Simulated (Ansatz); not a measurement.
`C[C+](C)c1ccccc1`, charge 1, multiplicity 1.

Give a relaxed structure at PBE0-D4/def2-TZVP (Ansatz 0.2.0). (An estimate is asked.)

Ansatz gave: 
```xyz
20

C     2.102   -1.110    0.465
C     0.956   -0.254    0.819
C     0.998    0.287    2.189
C    -0.092    0.024   -0.078
C    -0.051   -0.450   -1.416
C    -1.070   -0.167   -2.290
C    -2.167    0.575   -1.855
C    -2.242    1.046   -0.545
C    -1.217    0.787    0.330
H     2.930   -0.443    0.181
H     2.456   -1.651    1.346
H     1.929   -1.804   -0.351
H     2.032    0.462    2.495
H     0.407    1.182    2.353
H     0.625   -0.501    2.860
H     0.794   -1.026   -1.765
H    -1.025   -0.521   -3.312
H    -2.975    0.790   -2.547
H    -3.103    1.617   -0.222
H    -1.287    1.157    1.343
```
Point group C2.
This is one stationary point; other conformers may exist.
